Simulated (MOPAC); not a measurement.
MOPAC input (AM1):

```
AM1 PRECISE GNORM=0.05 LET XYZ GEO-OK AUX(PRECISION=9) THREADS=1
HCaFO

Ca    0.16819000 1    0.03966900 1    0.10784300 1
F     0.89604800 1    0.79497300 1   -1.62098000 1
O    -1.19157900 1   -0.83678500 1    1.32656300 1
H    -1.89558900 1   -1.25385500 1    1.81945800 1
```

Output:

```
 *******************************************************************************
 **                                                                           **
 **                              MOPAC v23.2.5                                **
 **                                                                           **
 *******************************************************************************
 ** MOPAC's Digital Object Identifier: https://doi.org/10.5281/zenodo.6511958 **
 **                                                                           **
 ** Please cite the open-source release paper for use of this MOPAC version:  **
 ** J. E. Moussa and J. J. P. Stewart (2026)                                  **
 ** MOPAC: An open-source semiempirical molecular orbital program             **
 ** J. Open Source Softw., 11(119), 8025, https://doi.org/10.21105/joss.08025 **
 *******************************************************************************

                              AM1 CALCULATION RESULTS

 *******************************************************************************
 *  AM1        - The AM1 Hamiltonian to be used
 *  GEO-OK     - OVERRIDE INTERATOMIC DISTANCE AND OTHER SAFETY CHECKS
 *  LET        - OVERRIDE SOME SAFETY CHECKS
 *  PRECISE    - TIGHTER CRITERIA TO BE USED
 *  XYZ        - CARTESIAN COORDINATE SYSTEM TO BE USED
 *  GNORM      - EXIT WHEN GRADIENT NORM DROPS BELOW 0.050
 *  AUX        - OUTPUT AUXILIARY INFORMATION
 *******************************************************************************
AM1 PRECISE GNORM=0.05 LET XYZ GEO-OK AUX(PRECISION=9) THREADS=1
 HCaFO

   ATOM   CHEMICAL          X               Y               Z
  NUMBER   SYMBOL      (ANGSTROMS)     (ANGSTROMS)     (ANGSTROMS)

     1      Ca          0.16819000  *   0.03966900  *   0.10784300  *
     2       F          0.89604800  *   0.79497300  *  -1.62098000  *
     3       O         -1.19157900  *  -0.83678500  *   1.32656300  *
     4       H         -1.89558900  *  -1.25385500  *   1.81945800  *

          CARTESIAN COORDINATES

    NO.       ATOM           X           Y           Z

     1        Ca          0.1682      0.0397      0.1078
     2         F          0.8960      0.7950     -1.6210
     3         O         -1.1916     -0.8368      1.3266
     4         H         -1.8956     -1.2539      1.8195

  H: (AM1): M.J.S. DEWAR ET AL, J. AM. CHEM. SOC. 107 3902-3909 (1985)
  O: (AM1): M.J.S. DEWAR ET AL, J. AM. CHEM. SOC. 107 3902-3909 (1985)
  F: (AM1): M.J.S. DEWAR AND E. G. ZOEBISCH, THEOCHEM, 180, 1 (1988).
 Ca: (AM1): J. J. P. STEWART, J. MOL. MOD., 10, 155-164 (2004)

           Empirical Formula: H O Ca F  =     4 atoms

      MOLECULAR POINT GROUP   :   Cs

      RHF CALCULATION, NO. OF DOUBLY OCCUPIED LEVELS = 8

          Geometry optimization using EF

          DIAGONAL MATRIX USED AS START HESSIAN

 CYCLE:     1  GRAD.:    27.436 HEAT: -163.2320
 CYCLE:     2  GRAD.:   140.390 HEAT: -159.1394
 CYCLE:     3  GRAD.:   109.562 HEAT: -160.4746
 CYCLE:     4  GRAD.:   158.097 HEAT: -155.2542
 CYCLE:     5  GRAD.:    49.057 HEAT: -161.6407
 CYCLE:     6  GRAD.:    36.094 HEAT: -163.6916
 CYCLE:     7  GRAD.:    10.666 HEAT: -164.5577
 CYCLE:     8  GRAD.:     3.605 HEAT: -164.6501
 CYCLE:     9  GRAD.:     5.037 HEAT: -164.7475
 CYCLE:    10  GRAD.:     3.528 HEAT: -164.8884
 CYCLE:    11  GRAD.:     1.868 HEAT: -164.9095
 CYCLE:    12  GRAD.:     2.362 HEAT: -164.9289
 CYCLE:    13  GRAD.:     7.671 HEAT: -164.9693
 CYCLE:    14  GRAD.:     7.870 HEAT: -164.9987
 CYCLE:    15  GRAD.:     5.252 HEAT: -165.0660
 CYCLE:    16  GRAD.:     3.672 HEAT: -165.0716
 CYCLE:    17  GRAD.:     2.700 HEAT: -165.0820
 CYCLE:    18  GRAD.:     1.269 HEAT: -165.0841
 CYCLE:    19  GRAD.:     0.233 HEAT: -165.0861
 CYCLE:    20  GRAD.:     0.262 HEAT: -165.0865
 CYCLE:    21  GRAD.:     0.142 HEAT: -165.0867
 CYCLE:    22  GRAD.:     0.308 HEAT: -165.0867
 CYCLE:    23  GRAD.:     0.010 HEAT: -165.0868

     GRADIENT =  0.01032 IS LESS THAN CUTOFF =  0.05000

 -------------------------------------------------------------------------------
 AM1 PRECISE GNORM=0.05 LET XYZ GEO-OK AUX(PRECISION=9) THREADS=1
 HCaFO

     GEOMETRY OPTIMISED USING EIGENVECTOR FOLLOWING (EF).
     SCF FIELD WAS ACHIEVED

                              AM1 CALCULATION
                                                       MOPAC v23.2.5 Linux

          FINAL HEAT OF FORMATION =       -165.08675 KCAL/MOL =    -690.72298 KJ/MOL

          COSMO AREA              =        100.39 SQUARE ANGSTROMS
          COSMO VOLUME            =         86.91 CUBIC ANGSTROMS

          GRADIENT NORM           =          0.01032          =       0.00516 PER ATOM
          IONIZATION POTENTIAL    =         10.170682 EV
          HOMO LUMO ENERGIES (EV) =        -10.171  0.793
          NO. OF FILLED LEVELS    =          8
          MOLECULAR WEIGHT        =         76.0857         POINT GROUP:  C*v

          MOLECULAR DIMENSIONS (Angstroms)

            Atom       Atom       Distance
            H     4    F     2     4.92417
            O     3    F     2     0.00008
           Ca     1    O     3     0.00000

          SCF CALCULATIONS        =         24

   ATOM   CHEMICAL          X               Y               Z
  NUMBER   SYMBOL      (ANGSTROMS)     (ANGSTROMS)     (ANGSTROMS)

     1      Ca         -0.02713966  *   0.00463200  *  -0.05890688  *
     2       F          1.06349916  *   0.82897009  *  -1.49292919  *
     3       O         -1.12726297  *  -0.82692492  *   1.38777492  *
     4       H         -1.64709186  *  -1.21979757  *   2.07115851  *

                             CARTESIAN COORDINATES

   1   Ca       -0.027139663     0.004632004    -0.058906875
   2    F        1.063499155     0.828970087    -1.492929189
   3    O       -1.127262967    -0.826924919     1.387774918
   4    H       -1.647091855    -1.219797569     2.071158515

           Empirical Formula: H O Ca F  =     4 atoms

      MOLECULAR POINT GROUP   :   C*v

                  EIGENVALUES
 -43.43229 -33.08359 -15.28281 -11.55373 -11.47960 -11.47960 -10.17068 -10.17068
   0.79316   1.96978   1.96978   4.85398   8.47810

              NET ATOMIC CHARGES AND DIPOLE CONTRIBUTIONS

  ATOM NO.   TYPE          CHARGE      No. of ELECS.   s-Pop       p-Pop
    1         Ca           1.157294        0.8427     0.19862     0.64409
    2          F          -0.570085        7.5701     1.88485     5.68524
    3          O          -0.806985        6.8070     1.77545     5.03154
    4          H           0.219776        0.7802     0.78022
 DIPOLE           X         Y         Z       TOTAL
 POINT-CHG.    -0.432    -0.327     0.568     0.785
 HYBRID        -0.555    -0.419     0.729     1.007
 SUM           -0.987    -0.746     1.297     1.792

          ATOMIC ORBITAL ELECTRON POPULATIONS

     Atom    s        px        py        pz
    1 Ca   0.19862   0.21194   0.20008   0.23207
    2  F   1.88485   1.89732   1.90695   1.88097
    3  O   1.77545   1.69704   1.78233   1.55217
    4  H   0.78022

 **********************
 *                    *
 * JOB ENDED NORMALLY *
 *                    *
 **********************

 == MOPAC DONE ==
```

The geometry given is a B3LYP-D3(BJ)/def2-TZVP minimum.
